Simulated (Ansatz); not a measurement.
Frontier orbitals of `C[O][GeH2][SH]`.

```xyz
10

C     0.464   -1.242   -1.063
O    -0.518   -0.587   -0.295
Ge   -0.102    1.000    0.393
S    -1.756    1.590    1.721
H     0.686   -0.706   -1.996
H     1.405   -1.375   -0.512
H     0.082   -2.231   -1.324
H     1.229    0.841    1.154
H    -0.017    2.057   -0.721
H    -1.471    0.654    2.642
```

Charge 0, multiplicity 1. Correlated methods include outer-core shells of Ge, which these sets cover unevenly. Scalar relativity is left out up to krypton. Geometry: relaxed with PBE0-D4/def2-TZVP. It is one conformer, not always the lowest. Basis def2-TZVPP, Ansatz 0.2.0.

```csv
functional,HOMO (eV),LUMO (eV),gap (eV)
LDA (SPW92),-6.42,-1.03,5.39
PBE,-6.31,-0.81,5.50
BLYP,-6.16,-0.76,5.40
B97M-V,-6.73,-0.58,6.15
PBE0,-7.59,0.15,7.74
r2SCAN0,-7.78,0.35,8.13
ωB97M-V,-9.80,1.98,11.78
```

Against PBE, PBE0 changes HOMO and LUMO by −1.27 and +0.96 eV, ωB97M-V by −3.49 and +2.79 eV. A gap of 5.50 eV thus becomes 11.78 eV for the same molecule, so an orbital gap means little without its functional. A positive LUMO is unbound and depends on the basis.
